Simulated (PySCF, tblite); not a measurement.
Isomers of C5H9ClN2Si, one GFN2-xTB conformer each. Single-point energies are computed at PBE0/pcSseg-1 (PySCF, gas phase, no added dispersion term), electronic only.

Question: Rank them by PBE0/pcSseg-1 energy, lowest first (kJ/mol).
A. `[H]/[N:9]=[CH:8]/[CH:7]=[N:6]\[Si@H:4]([CH2:3][CH:2]=[CH2:1])[Cl:5]` with C1–C2–C3–Si4 102°, C2–C3–Si4–Cl5 -57°, C3–Si4–N6–C7 -118°, N6–C7–C8–N9 179°
B. `[CH2:1]=[CH:2][CH2:3][Si@H:4]([Cl:5])/[N:6]=[CH:7]\[N:8]=[CH2:9]` with C1–C2–C3–Si4 106°, C2–C3–Si4–Cl5 167°, C3–Si4–N6–C7 35°, N6–C7–N8–C9 76°

Answer: A (0.0), B (1.8).

As drawn, the lower has an N–H bond, which the higher lacks. Neighbours under 10 kJ/mol apart ([H]/N=C/C=N\[Si@@H](Cl)CC=C and C=CC[Si@H](Cl)/N=C\N=C) can change places with a better method, another conformer or zero-point energy. GFN2-xTB itself gives, in the same order: 48.3, 0.0. GFN2-xTB puts C=CC[Si@H](Cl)/N=C\N=C lowest instead.

Q: Which frontier levels, dipoles and rotational constants go with these structures?

A: 
```json
{"SMILES": "[H]/N=C/C=N\\[Si@@H](Cl)CC=C", "HOMO (eV, PBE0/pcSseg-1)": "-7.20", "LUMO (eV)": "-2.31", "dipole (D)": "3.16", "A, B, C (MHz)": "2231, 550.7, 474.6"}
{"SMILES": "C=CC[Si@H](Cl)/N=C\\N=C", "HOMO (eV, PBE0/pcSseg-1)": "-6.92", "LUMO (eV)": "-1.65", "dipole (D)": "3.42", "A, B, C (MHz)": "1180, 984.1, 676.7"}
```

Q: What happens when harmonic zero-point energies from GFN2-xTB frequencies are added?

A: 
| SMILES | ZPE (kJ/mol) | electronic (kJ/mol) | with ZPE (kJ/mol) |
| --- | --- | --- | --- |
| [H]/N=C/C=N\[Si@@H](Cl)CC=C | 341.6 | 0.0 | 0.0 |
| C=CC[Si@H](Cl)/N=C\N=C | 340.3 | 1.8 | 0.4 |

The zero-point energies span 1.3 kJ/mol. The order is unchanged.
